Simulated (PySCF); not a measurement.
Core-level binding energies of `[SiH3][N-][SiH2]P`

Species: H7NPSi2 (charge -1).
SMILES with atom numbers: `[SiH3:1][N-:2][SiH2:3][PH2:4]`

Geometry (GFN2-xTB, Å), atoms numbered from 1 in this order:
```
atom  x, y, z in Å
Si1   -1.7724   -0.5457    0.0462
N2    -0.7320    0.6571    0.5811
Si3    0.7975    1.2201    0.2731
P4     2.3504   -0.3339   -0.4059
H5    -2.3024   -0.4042   -1.3424
H6    -1.2872   -1.9568    0.0704
H7    -2.9607   -0.5269    0.9351
H8     1.4536    1.7661    1.4881
H9     1.0107    2.2401   -0.7952
H10    1.9242   -1.2714    0.5009
H11    1.5240   -0.8417   -1.3774
```

Method used: delta-SCF UKS SCAN, pcX-2 on the ionised atom, pcseg-1 elsewhere, spin-free X2C in PySCF. Each binding energy is the total energy of the core-ionised species, with the hole localised on one atom, minus that of the ground state; both are solved self-consistently, so orbital relaxation is included.

**Question.** What binding energy does each computed site have?

**Answer.** 
```tsv
atom(s)	bonded to	level	binding energy (eV)	2p1/2 (eV)	above the level's lowest (eV)	count
P4	2 H and Si	P 1s	2144.82	–	0.00	1
Si1	N and 3 H	Si 1s	1841.44	–	+0.03	1
Si3	N, 2 H and P	Si 1s	1841.41	–	0.00	1
N2	2 Si	N 1s	396.82	–	0.00	1
P4	2 H and Si	P 2p3/2	131.37	132.27	0.00	1
Si1	N and 3 H	Si 2p3/2	101.52	102.14	+0.03	1
Si3	N, 2 H and P	Si 2p3/2	101.49	102.11	0.00	1
```

The 2 Si 1s values lie within 0.03 eV of each other; Gaussian lines of 0.5 eV full width would blend them into one maximum.

The 2 Si 2p3/2 values lie within 0.03 eV of each other.

**Question.** Express the binding energy of P 1s of P4 in atomic units and per mole.

**Answer.** 2144.82 eV = 78.8207 Eh = 206944 kJ/mol.

**Question.** Which photon energy gives electrons from P 1s of P4 a kinetic energy of 20 eV, and what is their de Broglie wavelength?

**Answer.** hν = 2144.82 + 20 = 2164.82 eV, recoil neglected; λ = 12.264 Å/√(E/eV) = 2.74 Å.

Spin–orbit and ligand-field terms were added within each 2p shell after the spin-free SCF. 2p1/2 minus 2p3/2 (ligand field included): Si 0.62 eV, P 0.89 eV. The species carries charge -1, so core ionisation leaves a neutral species. The basis sets have no added diffuse functions. Isolated species at its GFN2-xTB geometry (one conformer only).
